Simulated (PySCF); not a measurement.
Species: C₆H₁₅PS.
InChI=1S/C6H15PS/c1-4-7(8,5-2)6-3/h4-6H2,1-3H3

Torsions of this conformer, `[CH3:1][CH2:2][P:3](=[S:4])([CH2:5][CH3:6])[CH2:7][CH3:8]`: C1–C2–P3–S4 -57°, C2–P3–C5–C6 -178°, C2–P3–C7–C8 56°.

The closed-shell ground state was solved at several levels (PySCF, density fitting, gas phase, non-relativistic). The structure is a single PBE0-D3(BJ)/def2-SVP conformer in the gas phase; no vibrational or solvent corrections.

```csv
level,basis functions,total energy (Eh),HOMO (eV),LUMO (eV),gap (eV),dipole (D)
CAM-B3LYP/pcSseg-1,225,-977.0664,-7.38,1.61,8.99,5.00
PBE0/STO-3G,63,-965.5923,-1.06,6.65,7.71,4.31
PBE0/6-31G*,150,-976.6548,-6.00,1.66,7.66,5.13
PBE0/6-31G,110,-976.5198,-5.91,1.65,7.56,5.60
```

Problem. Estimate the row for PBE0/6-311+G(2d,p), a basis of 322 functions; the other rows only guide the guess.

Solution. Total energy -976.7902 Eh, HOMO -6.18 eV, LUMO -0.21 eV, gap 5.97 eV, dipole 4.91 D.

Problem. Over all these levels, which gives the widest orbital gap and which the narrowest?

Solution. CAM-B3LYP/pcSseg-1 (range-separated hybrid) has the widest, 8.99 eV, and PBE0/6-311+G(2d,p) (global hybrid, 25 % exact exchange) the narrowest, 5.97 eV. Functional and basis both differ between the two, so the spread mixes both effects.

Problem. How much does the basis alone move the frontier levels among the 4 PBE0 rows (the withheld one included)?

Solution. The HOMO by 5.12 eV and the LUMO by 6.86 eV. By rising basis size (HOMO, LUMO in eV): STO-3G -1.06, 6.65; 6-31G -5.91, 1.65; 6-31G* -6.00, 1.66; 6-311+G(2d,p) -6.18, -0.21.

Problem. How far do the dipole and the HOMO energy spread over the levels?

Solution. The dipole runs from 4.31 to 5.60 D (mean 4.99 D) and the HOMO from -7.38 to -1.06 eV.
